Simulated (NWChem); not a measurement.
System: SiNH₂Br, singlet; SMILES N[Si]Br

The following NWChem deck was run.

```
start job
memory heap 200 mb stack 900 mb global 1100 mb
geometry units angstroms noautoz
  Si     0.708249     1.177892     0.000000
  Br    -0.014269    -1.022377     0.000000
  N     -0.833376     1.938479     0.000000
  H     -1.738659     1.478085     0.000000
  H     -0.910598     2.951179     0.000000
end
basis spherical
  * library 6-31g*
end
dft
  xc xwpbe 1.00 cpbe96 1.0 hfexch 1.00
  cam 0.6 cam_alpha 0.0 cam_beta 1.0
  iterations 150
  vectors input atomic output neutral.movecs
end
task dft energy
charge 1
dft
  odft
  mult 2
  vectors input atomic output cation.movecs
end
task dft energy
```

Excerpt of the output:

```
             Northwest Computational Chemistry Package (NWChem) 7.3.0
             --------------------------------------------------------

 CS  symmetry detected

                             Geometry "geometry" -> ""
                             -------------------------

 Output coordinates in angstroms (scale by  1.889725989 to convert to a.u.)

  No.       Tag          Charge          X              Y              Z
 ---- ---------------- ---------- -------------- -------------- --------------
    1 Si                  14.0000     0.71368495     1.18753029     0.00000000
    2 Br                  35.0000    -0.04838301    -0.99935525     0.00000000
    3 N                    7.0000    -0.81397732     1.97578674     0.00000000
    4 H                    1.0000    -1.72741336     1.53178839     0.00000000
    5 H                    1.0000    -0.87292938     2.98971434     0.00000000

 Effective nuclear repulsion energy (a.u.)     208.6783409020

      Symmetry information
      --------------------

 Group name             Cs
 Group number              2
 Group order               2
 No. of unique centers     5

  pbe96 is a nonlocal functional; adding pw91lda local functional.

                                 NWChem DFT Module
                                 -----------------

 Summary of "ao basis" -> "ao basis" (spherical)
 ------------------------------------------------------------------------------
       Tag                 Description            Shells   Functions and Types
 ---------------- ------------------------------  ------  ---------------------
 Si                          6-31g*                  8       18   4s3p1d
 Br                          6-31g*                 12       32   5s4p3d
 N                           6-31g*                  6       14   3s2p1d
 H                           6-31g*                  2        2   2s

      Symmetry analysis of basis
      --------------------------

        a'         49
        a"         19

            General Information
            -------------------
          SCF calculation type: DFT
          Wavefunction type:  closed shell.
          No. of atoms     :     5
          No. of electrons :    58
           Alpha electrons :    29
            Beta electrons :    29
          Charge           :     0
          Spin multiplicity:     1
          Use of symmetry is: on ; symmetry adaption is: on
          Maximum number of iterations: 150
          AO basis - number of functions:    68
                     number of shells:    30
          Convergence on energy requested:  1.00D-06
          Convergence on density requested:  1.00D-05
          Convergence on gradient requested:  5.00D-04

              XC Information
              --------------
                     Hartree-Fock (Exact) Exchange  1.000
                     LC-wPBE(h)Exchange Functional  1.000
            Perdew 1991 LDA Correlation Functional  1.000 local
           PerdewBurkeErnz. Correlation Functional  1.000 non-local

           Range-Separation Parameters
           ---------------------------
           Alpha           :  0.00
           Beta            :  1.00
           Gamma           :  0.60
           Short-Range HF  :     F

             Grid Information
             ----------------
          Grid used for XC integration:  medium
          Radial quadrature: Mura-Knowles
          Angular quadrature: Lebedev.
          Tag              B.-S. Rad. Rad. Pts. Rad. Cut. Ang. Pts.
          ---              ---------- --------- --------- ---------
          Si                  1.10       88           9.0       590
          Br                  1.15      112          10.0       590
          N                   0.65       49          10.0       434
          H                   0.35       45          11.0       434
          Grid pruning is: on
          Number of quadrature shells:   339
          Spatial weights used:  Erf1

      Superposition of Atomic Density Guess
      -------------------------------------

 Sum of atomic energies:       -2916.19478938

      Non-variational initial energy
      ------------------------------

 Total energy =   -2916.928792
 1-e energy   =   -4472.288272
 2-e energy   =    1346.681139
 HOMO         =      -0.266144
 LUMO         =      -0.023661

      Symmetry analysis of molecular orbitals - initial
      -------------------------------------------------

  Numbering of irreducible representations:

     1 a'          2 a"

  Orbital symmetries:

     1 a'          2 a'          3 a'          4 a'          5 a'
     6 a"          7 a'          8 a'          9 a'         10 a'
    11 a"         12 a'         13 a'         14 a'         15 a"
    16 a'         17 a'         18 a"         19 a'         20 a"
    21 a'         22 a'         23 a'         24 a'         25 a'
    26 a"         27 a'         28 a"         29 a'         30 a"
    31 a'         32 a'         33 a'         34 a'         35 a'
    36 a'         37 a"         38 a'         39 a'

   convergence    iter        energy       DeltaE   RMS-Dens  Diis-err
 ---------------- ----- ----------------- --------- --------- ---------
 d= 0,ls=0.0,diis     1  -2918.8723140159 -3.13D+03  9.51D-03  4.52D-01
 d= 0,ls=0.0,diis     2  -2918.9087713962 -3.65D-02  3.16D-03  1.27D-01
 d= 0,ls=0.0,diis     3  -2918.9201381764 -1.14D-02  1.13D-03  9.52D-03
 d= 0,ls=0.0,diis     4  -2918.9212573755 -1.12D-03  3.77D-04  4.44D-04
 d= 0,ls=0.0,diis     5  -2918.9213461289 -8.88D-05  2.48D-04  7.97D-05
  Resetting Diis
 d= 0,ls=0.0,diis     6  -2918.9213691778 -2.30D-05  9.08D-05  6.22D-06
 d= 0,ls=0.0,diis     7  -2918.9213719561 -2.78D-06  2.20D-05  4.88D-07
 d= 0,ls=0.0,diis     8  -2918.9213722018 -2.46D-07  1.24D-05  9.89D-08
 d= 0,ls=0.0,diis     9  -2918.9213722624 -6.06D-08  6.84D-06  2.37D-08

         Total DFT energy =    -2918.921372262394
      One electron energy =    -4475.213814676072
           Coulomb energy =     1467.107923764357
    Exchange-Corr. energy =     -119.493822252667
 Nuclear repulsion energy =      208.678340901988

 Numeric. integr. density =       58.000001872241

                  Occupations of the irreducible representations
                  ----------------------------------------------

                     irrep           alpha         beta
                     --------     --------     --------
                     a'               22.0         22.0
                     a"                7.0          7.0

                       DFT Final Molecular Orbital Analysis
                       ------------------------------------

 Vector   27  Occ=2.000000D+00  E=-4.314270D-01  Symmetry=a'
              MO Center=  6.5D-02, -7.5D-01,  3.4D-15, r^2= 2.1D+00
   Bfn.  Coefficient  Atom+Function         Bfn.  Coefficient  Atom+Function
  ----- ------------  ---------------      ----- ------------  ---------------
    29      0.586496  2 Br px                30     -0.458971  2 Br py
    25     -0.265206  2 Br px                33      0.260147  2 Br px
    26      0.207336  2 Br py                34     -0.199338  2 Br py
     7      0.122306  1 Si px                 6      0.103833  1 Si s
    10      0.104109  1 Si s                  8      0.085075  1 Si py

 Vector   28  Occ=2.000000D+00  E=-4.216309D-01  Symmetry=a"
              MO Center= -1.9D-01, -3.6D-01,  4.7D-16, r^2= 2.9D+00
   Bfn.  Coefficient  Atom+Function         Bfn.  Coefficient  Atom+Function
  ----- ------------  ---------------      ----- ------------  ---------------
    31      0.694125  2 Br pz                35      0.321219  2 Br pz
    27     -0.314090  2 Br pz                55     -0.274169  3 N  pz
    59     -0.249429  3 N  pz                23      0.094358  2 Br pz
    15     -0.046364  1 Si d -1

 Vector   29  Occ=2.000000D+00  E=-3.733595D-01  Symmetry=a'
              MO Center=  7.4D-01,  7.2D-01,  1.7D-15, r^2= 3.5D+00
   Bfn.  Coefficient  Atom+Function         Bfn.  Coefficient  Atom+Function
  ----- ------------  ---------------      ----- ------------  ---------------
    10      0.431023  1 Si s                 29     -0.403490  2 Br px
     6      0.377192  1 Si s                  7      0.348617  1 Si px
    30     -0.245636  2 Br py                33     -0.205497  2 Br px
    25      0.180934  2 Br px                 2     -0.172049  1 Si s
    56     -0.156286  3 N  s                  8      0.149924  1 Si py

 Vector   30  Occ=0.000000D+00  E= 1.863392D-02  Symmetry=a"
              MO Center=  6.5D-01,  1.2D+00,  2.5D-15, r^2= 3.3D+00
   Bfn.  Coefficient  Atom+Function         Bfn.  Coefficient  Atom+Function
  ----- ------------  ---------------      ----- ------------  ---------------
    13      0.672767  1 Si pz                 9      0.505184  1 Si pz
    59     -0.331554  3 N  pz                55     -0.232443  3 N  pz
    35     -0.195631  2 Br pz                 5     -0.193080  1 Si pz
    31     -0.183188  2 Br pz                27      0.081057  2 Br pz
    47      0.041441  2 Br d -1              17     -0.026367  1 Si d  1

 Vector   31  Occ=0.000000D+00  E= 7.929885D-02  Symmetry=a'
              MO Center=  7.1D-01,  1.1D+00, -9.8D-18, r^2= 4.8D+00
   Bfn.  Coefficient  Atom+Function         Bfn.  Coefficient  Atom+Function
  ----- ------------  ---------------      ----- ------------  ---------------
    12      1.145553  1 Si py                32      0.720739  2 Br s
    34      0.601303  2 Br py                10     -0.455538  1 Si s
     8      0.429295  1 Si py                56     -0.331467  3 N  s
    33      0.284438  2 Br px                66      0.278110  4 H  s
    30      0.250827  2 Br py                28     -0.174114  2 Br s

 Vector   32  Occ=0.000000D+00  E= 1.411376D-01  Symmetry=a'
              MO Center=  2.1D-01,  1.2D+00,  2.9D-14, r^2= 5.4D+00
   Bfn.  Coefficient  Atom+Function         Bfn.  Coefficient  Atom+Function
  ----- ------------  ---------------      ----- ------------  ---------------
    56      1.234206  3 N  s                 11      1.127109  1 Si px
    10     -0.993902  1 Si s                 34      0.499476  2 Br py
    68     -0.421546  5 H  s                 32      0.382523  2 Br s
     7      0.250398  1 Si px                57      0.187529  3 N  px
    30      0.178326  2 Br py                28     -0.156910  2 Br s

     Multipole analysis of the density
     ---------------------------------

     L   x y z        total         alpha         beta         nuclear
     -   - - -        -----         -----         ----         -------
     0   0 0 0     -0.000000    -29.000000    -29.000000     58.000000

     1   1 0 0     -0.538415     -0.269208     -0.269208      0.000000
     1   0 1 0      1.321258      0.660629      0.660629      0.000000
     1   0 0 1      0.000000      0.000000      0.000000      0.000000

     2   2 0 0    -27.327020    -41.511839    -41.511839     55.696658
     2   1 1 0     -2.487413      4.034205      4.034205    -10.555824
     2   1 0 1     -0.000000     -0.000000     -0.000000      0.000000
     2   0 2 0    -24.147054   -178.679706   -178.679706    333.212358
     2   0 1 1      0.000000      0.000000      0.000000      0.000000
     2   0 0 2    -27.961838    -13.980919    -13.980919      0.000000

                                 NWChem DFT Module
                                 -----------------

      Symmetry analysis of basis
      --------------------------

        a'         49
        a"         19

            General Information
            -------------------
          SCF calculation type: DFT
          Wavefunction type:  spin polarized.
          No. of atoms     :     5
          No. of electrons :    57
           Alpha electrons :    29
            Beta electrons :    28
          Charge           :     1
          Spin multiplicity:     2
          Use of symmetry is: on ; symmetry adaption is: on
          Maximum number of iterations: 150
          This is a Direct SCF calculation.
          AO basis - number of functions:    68
                     number of shells:    30
          Convergence on energy requested:  1.00D-06
          Convergence on density requested:  1.00D-05
          Convergence on gradient requested:  5.00D-04

              XC Information
              --------------
                     Hartree-Fock (Exact) Exchange  1.000
                     LC-wPBE(h)Exchange Functional  1.000
            Perdew 1991 LDA Correlation Functional  1.000 local
           PerdewBurkeErnz. Correlation Functional  1.000 non-local

           Range-Separation Parameters
           ---------------------------
           Alpha           :  0.00
           Beta            :  1.00
           Gamma           :  0.60
           Short-Range HF  :     F

             Grid Information
             ----------------
          Grid used for XC integration:  medium
          Radial quadrature: Mura-Knowles
          Angular quadrature: Lebedev.
          Tag              B.-S. Rad. Rad. Pts. Rad. Cut. Ang. Pts.
          ---              ---------- --------- --------- ---------
          Si                  1.10       88           9.0       590
          Br                  1.15      112          10.0       590
          N                   0.65       49          10.0       434
          H                   0.35       45          11.0       434
          Grid pruning is: on
          Number of quadrature shells:   339
          Spatial weights used:  Erf1

      Superposition of Atomic Density Guess
      -------------------------------------

 Sum of atomic energies:       -2916.19478938

 Renormalizing density from      58.00 to     57

      Non-variational initial energy
      ------------------------------

 Total energy =   -2885.857333
 1-e energy   =   -4395.179854
 2-e energy   =    1300.644180
 HOMO         =      -0.558167
 LUMO         =      -0.287270

   Symmetry analysis of molecular orbitals - initial alpha
   -------------------------------------------------------

  Numbering of irreducible representations:

     1 a'          2 a"

  Orbital symmetries:

     1 a'          2 a'          3 a'          4 a'          5 a'
     6 a"          7 a'          8 a'          9 a'         10 a'
    11 a"         12 a'         13 a'         14 a'         15 a"
    16 a'         17 a'         18 a"         19 a'         20 a"
    21 a'         22 a'         23 a'         24 a'         25 a'
    26 a"         27 a'         28 a"         29 a'         30 a"
    31 a'         32 a'         33 a'         34 a'         35 a'
    36 a'         37 a"         38 a'         39 a'

   Symmetry analysis of molecular orbitals - initial beta
   ------------------------------------------------------

  Numbering of irreducible representations:

     1 a'          2 a"

  Orbital symmetries:

     1 a'          2 a'          3 a'          4 a'          5 a'
     6 a"          7 a'          8 a'          9 a'         10 a'
    11 a"         12 a'         13 a'         14 a'         15 a"
    16 a'         17 a'         18 a"         19 a'         20 a"
    21 a'         22 a'         23 a'         24 a'         25 a'
    26 a"         27 a'         28 a"         29 a'         30 a"
    31 a'         32 a'         33 a'         34 a'         35 a'
    36 a'         37 a"         38 a'         39 a'

[...]
```

Level: LC-wPBE (HJS exchange hole, range parameter 0.6 per bohr)/6-31G* (spherical d), vertical spin-unrestricted ions. Low-valent species are run as closed-shell singlets; no triplet was tried in these runs. All runs use the structure optimised with B3LYP/6-31G* (spherical d).
